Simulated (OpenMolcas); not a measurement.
Ti3+ among 6 point charges of -2 e arranged as an octahedron (Oh).

* Program: OpenMolcas
* Method: CASSCF
* Basis: ANO-RCC-VDZP [5s4p2d1f]
* Scalar Hamiltonian: DKH2, point nucleus
* Active space: 1 electron in 5 orbitals (3d)
* State averaging: 2S+1 = 2 even, 5 roots
* Spin-orbit coupling: state interaction with AMFI integrals over the reference wave functions

All point charges move together. At R = 1.66 Å |10Dq| is 20382 cm-1, and at R = 1.92 Å it is 9377 cm-1.

A third run gives 14251 cm-1. What distance was it run at?

With a power law R^-n the two known points give n = -ln(9377 / 20382) / ln(1.92 / 1.66) = 5.34. Then R = 1.66 × (20382 / 14251)^(1/5.34) = 1.775 Å. The run was at 1.77 Å, so the estimate is off by +0.005 Å.

An orbital triplet at a regular site is open to Jahn-Teller coupling, which can distort the site and quench the lowest spin-orbit gaps and is left out. This is an electrostatic model: the charges have no orbitals. No measured value stands beside these numbers.
